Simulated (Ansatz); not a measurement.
Relaxation of ClGeH5O (8 atoms, charge 0, multiplicity 1), to a largest force component of 0.03 eV/Å in at most 50 steps.

The calculation used RKS BHLYP-D4/def2-SVP (Ansatz).

```xyz
8
Properties=species:S:1:pos:R:3
Ge -0.434 -0.754 0.540
O 0.688 0.674 0.753
H -0.646 -1.072 -0.926
H 0.277 -1.900 1.255
H -1.753 -0.405 1.236
H 1.218 1.060 -1.410
Cl 0.434 0.928 -2.445
H 0.217 1.468 0.997
```

**Question.** Where does it end, and by what steps?

**Answer.** It converged. The force dipped under the threshold on the way, but the program's further checks kept it going. After 24 steps the energy has fallen by 0.248 eV; H8 moved furthest, 0.82 Å.

```tsv
step	energy less start (eV)	largest force component (eV/Å)	accepted
0	0.0000	0.687	yes
1	-0.0920	0.974	yes
2	-0.1754	0.796	yes
3	-0.0696	2.316	no
4	-0.2068	0.474	yes
5	-0.2225	0.180	yes
6	-0.2240	0.396	yes
7	-0.2336	0.160	yes
8	-0.2361	0.032	yes
9	-0.2359	0.208	no
10	-0.2364	0.012	yes
11	-0.2357	0.295	no
12	-0.2371	0.017	yes
13	-0.2376	0.072	yes
14	-0.2382	0.101	yes
15	-0.2387	0.213	yes
16	-0.2402	0.119	yes
17	-0.2426	0.034	yes
18	-0.2442	0.089	yes
19	-0.2454	0.051	yes
20	-0.2463	0.045	yes
21	-0.2470	0.065	yes
22	-0.2475	0.048	yes
23	-0.2478	0.039	yes
24	-0.2480	0.011	yes
```

```xyz
8
Properties=species:S:1:pos:R:3
Ge -0.424 -0.810 0.531
O 0.826 0.466 0.358
H -0.252 -1.670 -0.712
H -0.126 -1.590 1.814
H -1.803 -0.156 0.606
H 0.660 1.192 -1.259
Cl 0.205 1.507 -2.438
H 0.915 1.061 1.100
```

Time of the run: 33 s on 2 threads of AMD EPYC 9R14 (Zen 4), with other jobs on the host, peak memory 0.21 GiB.
